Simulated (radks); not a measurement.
Valence configurations of Ce II (all share [Xe]). All-electron calculation, Dirac Kohn-Sham, PBE, spin-unpolarised, spherical densities, point nucleus; open shells fill j = l - 1/2 first. Program: a radial shooting solver on a logarithmic mesh with Libxc functionals. Energies are relative to 4f1 5d2; eigenvalues in eV.

| valence | E (eV) | e(4f5/2) | e(5d3/2) | e(6p1/2) | e(6s1/2) |
|---|---|---|---|---|---|
| 4f1 5d2 | 0.000 | -9.255 | -7.262 | - | - |
| 5d2 6p1 | 8.065 | - | -10.694 | -6.385 | - |
| 4f3 | 2.585 | -2.564 | - | - | - |
| 4f1 5d1 6s1 | -0.063 | -11.377 | -8.661 | - | -8.469 |
| 5d1 6s1 6p1 | 9.657 | - | -12.293 | -7.069 | -10.360 |
| 4f1.5 5d1.5 | -0.483 | -6.712 | -6.715 | - | - |
| 6s1 6p2 | 15.505 | - | - | -8.111 | -11.687 |
| 5d2 6s1 | 5.034 | - | -9.936 | - | -8.914 |
| 4f1 6s2 | 0.402 | -13.709 | - | - | -9.405 |
| 4f2 5d1 | -0.061 | -4.609 | -6.224 | - | - |

NIST lists [Xe] 4f1 5d2 as the ground configuration; this level of theory puts 4f1.5 5d1.5 lower, by 0.483 eV. The energies are those of spherical spin-averaged densities, not of single terms.
